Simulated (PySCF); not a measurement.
**Computed properties of HfF₄, SMILES [Hf]([F])([F])([F])[F], multiplicity 1**

HfF4, SMILES [F][Hf]([F])([F])[F], multiplicity 1. Geometry: PBE0-D3(BJ)/def2-SVP. The multiplicity is an assumed one; other spin states were not compared. The isomer is the one that the SMILES or the coordinates give; other isomers of the formula were not compared. The def2 effective core potentials stand for the cores of Hf; spin–orbit coupling is left out. One conformer was computed; it need not be the lowest. All values are computed for the isolated molecule unless a solvent is named; none is compared with measurement here.

**Structure.** The optimised structure has Td symmetry. All 9 harmonic modes at PBE0-D3(BJ)/def2-SVP (PySCF) are real, so it is a minimum. With heavy atoms numbered as in [Hf:1]([F:2])([F:3])([F:4])[F:5], the shortest bond between them is Hf1–F2 at 1.904 Å and the longest Hf1–F5 at 1.904 Å.

**Vibrations.** The strongest infrared lines (harmonic, unscaled, degenerate partners summed) lie at 679 cm⁻¹ (421 km/mol, F 86 %, Hf 14 %), 156 cm⁻¹ (83 km/mol, F 84 %, Hf 16 %). The softest mode is at 156 cm⁻¹ and the zero-point energy is 5.0 kcal/mol.

**Electronic structure.** HF/def2-TZVP (PySCF) places the frontier levels at -17.57 and 1.26 eV, a gap of 18.83 eV, and gives a dipole moment of 0.00 D and a mean polarisability of 24.5 bohr³.

**Excitations.** TDA-M06-2X/def2-SVPD (PySCF) has S1 at 10.15 eV (122 nm, f = 0.000, dark); the most intense of the 10 singlets computed lies at 10.26 eV (f = 0.01). Strengths of degenerate partners are summed. T1 (TDA) is at 9.58 eV, 0.57 eV under S1. No vertical singlet excitation falls in the visible range (under 3.1 eV).
